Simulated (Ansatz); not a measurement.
C2H5BO can be A, `B1CCO1`, or B, `OB1CC1`.

Isolated molecules relaxed with PBE0-D4/def2-TZVP in Ansatz; ΔE leaves out vibrations. CBS: MP2 limit from def2 TZ/QZ plus the TZ coupled-cluster correction, frozen cores. DFT in def2-TZVPP. B3LYP here is the variant with VWN-RPA as its local correlation; programs differ in this. Each species was taken in one conformer, which may not be the lowest.

Q: Which isomer does CCSD(T)/CBS put lower? Give the gap. (Estimate.)

A: Ansatz gave: A, by 2.6 kcal/mol.

Q: Give E(B) − E(A) in kcal/mol with CCSD(T)/def2-TZVPP, B3LYP-D4, B3LYP, LDA (SPW92), B2PLYP, CCSD(T)/def2-SVP, CCSD/def2-TZVPP. (Best estimate.)

A: Computed: CCSD(T)/def2-TZVPP 3.2, B3LYP-D4 1.3, B3LYP 0.9, LDA (SPW92) 0.5, B2PLYP 1.7, CCSD(T)/def2-SVP 4.3, CCSD/def2-TZVPP 3.0. None reverses the order clearly.

Q: Does the order hold for the free energy at 298.15 K (harmonic terms from PBE0-D4)? (An estimate is asked.)

A: Ansatz gave: Yes: G(B) − G(A) = +1.8 kcal/mol, for one conformer each.

Largest T1 diagnostic: 0.014.

At CCSD(T), def2-SVP lies +1.7 kcal/mol from the extrapolated value and def2-TZVPP +0.6 kcal/mol. Leaving LDA and LC-ωPBE aside and taking each functional with its dispersion term where it has one, the values, not all of them listed here, spread over 3.7 kcal/mol, from B97M-V to ωB97X-V.
